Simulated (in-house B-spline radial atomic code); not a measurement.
## How G0W0 and RPA depend on the start: As⁴⁺

Configuration [Ar] 3d10 4s1, highest spin. Computed with an all-electron radial atomic-structure program (B-spline basis): all electrons, non-relativistic, point nucleus, each spin shell either full or empty, empty states to l = 9 with an (l + 1/2)⁻⁴ tail; G0W0 by contour deformation at full frequency.

```csv
start,mean-field 4s up (eV),G0W0 (eV),QP weight,RPA correlation (Eh)
Hartree-Fock,-60.93,-62.37,0.982,-2.0027
LDA VWN5,-57.31,-62.98,0.967,-2.1923
PBE,-56.89,-62.92,0.968,-2.1878
PBE0,-58.06,-62.76,0.973,-2.136
r2SCAN,-57.24,-62.84,0.970,-2.1536
HSE06,-57.80,-62.80,0.971,-2.1398
B3LYP (VWN-RPA),-58.14,-62.83,0.972,-2.1483
SCAN,-57.44,-62.84,0.970,-2.1525
TPSS,-56.73,-62.91,0.968,-2.1777
BHandHLYP,-59.36,-62.65,0.977,-2.09
CAM-B3LYP,-59.89,-62.77,0.976,-2.1306
LC-wPBE,-61.28,-62.76,0.979,-2.1348
wB97X,-60.42,-62.67,0.979,-2.1215
PBEsol,-56.91,?,?,?
BLYP,-57.06,-62.96,0.968,-2.1902
r2SCAN0,-58.37,-62.71,0.974,-2.1133
LDA exchange-only,-56.24,?,?,?
```

What G0W0 level, weight and RPA correlation energy follow from the PBEsol start?

G0W0 level -62.94 eV, weight 0.968, RPA correlation -2.1891 hartree.

What G0W0 level, weight and RPA correlation energy follow from the LDA exchange-only start?

G0W0 level -63.02 eV, weight 0.968, RPA correlation -2.1927 hartree.

How much of the dependence on the start does G0W0 remove?

The mean-field levels span 5.04 eV and the G0W0 levels 0.645 eV. Against 62.77 ± 0.06 eV (NIST, measured) the G0W0 removal energies are off by -0.40 to +0.25 eV, with relativity, Breit and QED terms left out.
